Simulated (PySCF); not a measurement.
# Mn (manganese, neutral) across methods

[Ar] 3d5 4s1 5s1, high-spin 8S determinant (an excited configuration). Computed with PySCF 2.14 in aug-cc-pVTZ-DK (8s7p5d3f2g, 93 functions), with the spin-free X2C one-electron Hamiltonian (Gaussian nucleus). The B2PLYP total includes its PT2 part (frozen core); its orbital energies are those of the SCF part.

```tsv
method	E (hartree)	mean ε 3d α (eV)	mean ε 4s α (eV)	mean ε 5s α (eV)	Σ⟨r²⟩ (bohr²)	⟨S²⟩
r2SCAN	-1158.355	-13.073	-9.254	-1.593	100.7	15.750
M06-2X	-1158.363	-17.033	-9.779	-2.121	93.60	15.751
PBE	-1158.143	-12.597	-8.988	-1.643	99.94	15.750
B2PLYP	-1158.097	-17.222	-10.358	-1.955	104.6	15.750
UHF	-1157.24940	-21.464	-11.587	-2.379	107.5	15.750
HSE06	-1158.191	-14.497	-9.395	-1.646	101.8	15.750
PBE0	-1158.171	-14.930	-9.722	-1.895	101.7	15.750
LDA	-1155.937	-12.798	-9.238	-1.630	98.99	15.750
```

The outer electron is Rydberg-like, and this basis confines it to a smaller radius and binds it less than a complete one would.
